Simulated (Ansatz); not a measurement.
Basis-set extrapolation for CH7NOSi2 (PBE0-D4/def2-TZVP geometry, frozen core, the Gaussian-basis code of Ansatz). Multiplicity 1, RHF reference.

```
                      def2-TZVPP   def2-QZVPP
                 HF  -749.273363  -749.300096
    MP2 correlation    -0.857385    -0.919915
CCSD(T) correlation    -0.940262      not run
```

Energies in hartree. Use E(X) = E(∞) + A·exp(−7.88·√X) for Hartree–Fock and E(X) = E(∞) + B·X^(−2.97) for correlation, with X = 3 and 4, and add CCSD(T) minus MP2 of the smaller set to the MP2 limit.

What is the CCSD(T) energy at the basis-set limit?

HF limit: -749.300096 + (-0.026733) × 0.13774 = -749.30378. MP2 limit: -0.919915 + (-0.062530) × 0.74074 = -0.96623. Higher-order term: -0.940262 − (-0.857385) = -0.08288. Total: -750.35289 hartree, 365.6 kJ/mol below CCSD(T)/def2-TZVPP.
